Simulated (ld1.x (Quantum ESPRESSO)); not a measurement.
## Transferability test, TM potential for Mo

Mo, norm-conserving Troullier–Martins (Kleinman–Bylander form), made with ld1.x (Quantum ESPRESSO) 7.5 (PBE, scalar-relativistic). Core [Kr], reference 4d5 5s0 5p0 (charge +1). Waves: 5s (bound, empty): rc 2.90 bohr; 5p (bound, empty): rc 3.45 bohr; 4f channel at -0.05 Ry: rc 3.70 bohr; 4d (bound): rc 2.20 bohr. Local part: the d channel. Core correction: Bessel-smoothed model core inside 1.30 bohr.

Energies are relative to the spin-unpolarised reference configuration 4d5 5s0 5p0; without spin polarisation the order of configurations can differ from experiment. The frozen-core shift is the all-electron ΔE with the core orbitals held at their reference shape minus the fully relaxed ΔE.

**Question.** Give the all-electron excitation energy and the error of the potential for: 4d5 5s1 5p0; 4d4 5s0 5p0; 4d3 5s0 5p0; 4d4 5s1 5p1; 4d4 5s1 5p0; 4d6 5s0 5p0; 4d5 5s0.5 5p0.

**Answer.**

| valence configuration | charge | ΔE all-electron (eV) | error AE − PS (meV) | frozen-core shift (meV) |
| --- | --- | --- | --- | --- |
| 4d5 5s1 5p0 | 0 | -6.890 | -12 | +1.2 |
| 4d4 5s0 5p0 | +2 | 15.462 | -82 | +81 |
| 4d3 5s0 5p0 | +3 | 42.206 | -494 | +515 |
| 4d4 5s1 5p1 | 0 | -3.150 | -145 | +58 |
| 4d4 5s1 5p0 | +1 | 1.174 | -98 | +53 |
| 4d6 5s0 5p0 | 0 | -6.127 | -18 | +16 |
| 4d5 5s0.5 5p0 | +0.5 | -4.163 | -3.0 | -0.1 |

Levels in the configuration 4d3 5s0 5p0:

```tsv
level	all-electron (eV)	pseudo (eV)
4d	-32.906	-33.565
```

These tests converged, but a pseudo level misses the all-electron one widely, so the file describes the atom poorly there or has found another state: 4d4 5s0 5p0: empty 5p by 2.7 eV (a node warning on the way). A variational frozen-core shift is positive and of second order in the change. This column holds negative values, so the frozen-core run of ld1.x carries numerical noise or an error of first order here, and the column gives no more than the rough size of the effect.

Note: ghost states, extra bound levels that the all-electron valence spectrum of the same l lacks: s at -69.6 eV, p at -20.3 eV. A true bound ghost makes a file unfit for plane-wave use.
